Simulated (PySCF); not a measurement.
# Nuclear quadrupole coupling in In(NH3)Cl3

Compound: In(NH3)Cl3.
Cartesian coordinates in Å at the PBE0-D3(BJ)/def2-SVP level; atoms count from 1:
```
atom  x, y, z in Å
In1    0.0301    0.0029   -1.1624
N2    -0.0164    0.0002    1.1379
H3    -0.9753    0.0540    1.4847
H4     0.5000    0.7964    1.5142
H5     0.4058   -0.8520    1.5089
Cl6    2.3616   -0.0157   -1.4404
Cl7   -1.1466    1.9976   -1.5198
Cl8   -1.1593   -1.9833   -1.5231
```

Field gradients from the PBE0/pcSseg-1 (def2-TZVP on In) density (PySCF, non-relativistic but for the core potentials past Kr), principal values in atomic units, ordered |Vxx| ≤ |Vyy| ≤ |Vzz|:

```tsv
atom	Vxx	Vyy	Vzz
N2	0.3029	0.3039	-0.6068
Cl6	-0.9925	-1.1415	2.1340
Cl7	-0.9763	-1.1381	2.1143
Cl8	-0.9727	-1.1369	2.1096
```

Find the asymmetry η = (Vxx − Vyy)/Vzz and the couplings χ = eQV/h (234.96 MHz × Q in barn × V in au), with Q(14N) = 0.02044 b, Q(35Cl) = −0.0817 b.

```tsv
atom	environment	nucleus	η	χzz (MHz)	χxx (MHz)	χyy (MHz)
N2	nitrogen bonded to In and 3 H	14N	0.00	-2.914	1.455	1.460
Cl6	chlorine bonded to In	35Cl	0.07	-40.97	19.05	21.91
Cl7	chlorine bonded to In	35Cl	0.08	-40.59	18.74	21.85
Cl8	chlorine bonded to In	35Cl	0.08	-40.50	18.67	21.83
```

The gradient is axial or nearly so (η below 0.05) at N2. 

What is Vzz at Cl6 in SI units (1 au = 9.71736 × 10²¹ V/m²)?

2.1340 au = 20.737 × 10²¹ V/m².

What couplings would deuterons (Q(2H) = 0.00286 b) have in place of the hydrogens, at this geometry?

```csv
atom,bonded to,bond length (Å),Vzz (au),η,χzz (kHz)
H3,N2,1.021,0.3693,0.09,248
H4,N2,1.021,0.3697,0.09,248
H5,N2,1.021,0.3697,0.09,248
```

Isolated species at its PBE0-D3(BJ)/def2-SVP geometry, gas phase. Atoms past krypton carry effective core potentials; spin–orbit coupling is left out. The basis is small and wasn't made for field gradients, so the couplings can be 20 % off.
